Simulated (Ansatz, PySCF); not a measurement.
C₁₀H₁₀, SMILES C=C1C(=C)C(=C)C(=C)C1=C.

Geometry optimised at PBE0-D3(BJ)/def2-SVP.

Vertical ionisation energy (IE) and electron affinity (EA) in eV. Rows of orbital energies are one-electron estimates. Where ΔSCF, EOM or ADC give a negative EA the extra electron is unbound and the value depends on the basis.

```json
[
 {"level": "−ε(HOMO), −ε(LUMO), ωB97X/def2-SVP (PySCF)", "IE": "8.48", "EA": "0.14"},
 {"level": "−ε(HOMO), −ε(LUMO), PBE/def2-SVP (PySCF)", "IE": "5.32", "EA": "2.96"},
 {"level": "ΔSCF, PBE/def2-SVPD (Ansatz), final states of multiplicity 2 and 2", "IE": "?", "EA": "?"}
]
```

### Question
Some entries are withheld; supply them. (The exact figures need the calculation; the answer reports its results.)

### Answer

- ΔSCF, PBE/def2-SVPD (Ansatz, a first-principles code), final states of multiplicity 2 and 2, IE: 7.84
- ΔSCF, PBE/def2-SVPD (Ansatz), final states of multiplicity 2 and 2, EA: 0.98

### Question
What vertical singlet–triplet gap does ΔSCF give with CAM-B3LYP/def2-SVPD (Ansatz) and with PBE/def2-SVPD (Ansatz)? (Estimate from the structure and the level; the computed values follow.)

### Answer
2.33 and 1.94 eV (triplet above singlet where positive).
